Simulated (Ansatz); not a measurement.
Basis-set extrapolation for C₂H₇FOSi₂ (`C=C[SiH2]O[SiH2]F`) (PBE0-D4/def2-TZVP geometry, frozen core, Ansatz). Multiplicity 1, RHF reference.

```json
{"": "HF", "def2-TZVPP": "-832.270136", "def2-QZVPP": "-832.301580"}
{"": "MP2 correlation", "def2-TZVPP": "-1.043644", "def2-QZVPP": "-1.126793"}
{"": "CCSD(T) correlation", "def2-TZVPP": "-1.132285", "def2-QZVPP": "-1.209630"}
```

Energies in hartree. Use E(X) = E(∞) + A·exp(−7.88·√X) for Hartree–Fock and E(X) = E(∞) + B·X^(−2.97) for correlation, with X = 3 and 4.

Q: What is the CCSD(T) energy at the basis-set limit?

A: HF limit: -832.301580 + (-0.031444) × 0.13774 = -832.30591. Correlation limit: -1.209630 + (-0.077345) × 0.74074 = -1.26692. Total: -833.57283 hartree, 4.64 eV below CCSD(T)/def2-TZVPP.
